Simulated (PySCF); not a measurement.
Stepwise substitution at one centre (In H-F). All species are isolated molecules in the gas phase. Strings in code marks are SMILES.

The HOMO–LUMO gap from two functionals at the same geometries (r2SCAN-D4/def2-TZVP), both in PySCF: PBE-D3(BJ)/def2-TZVP and r2SCAN-D4/def2-TZVP. 

```
species                               PBE-D3(BJ)/def2-TZVP (eV)
------------------------------------  -------------------------
0 of 3 H replaced by F (`[InH3]`)                          4.35
1 of 3 H replaced by F (`[F][InH2]`)                       4.73
2 of 3 H replaced by F                                     5.45
```

What does r2SCAN-D4/def2-TZVP give for each?


- 0 of 3 H replaced by F (`[InH3]`): 4.99
- 1 of 3 H replaced by F (`[F][InH2]`): 5.41
- 2 of 3 H replaced by F: 6.16
Over these rows, drawn at random from the members with no instability flagged (it was tested for open shells, ions and some series alone), PBE minus r2SCAN-D4: mean -0.68 eV, from -0.71 eV to -0.64 eV.
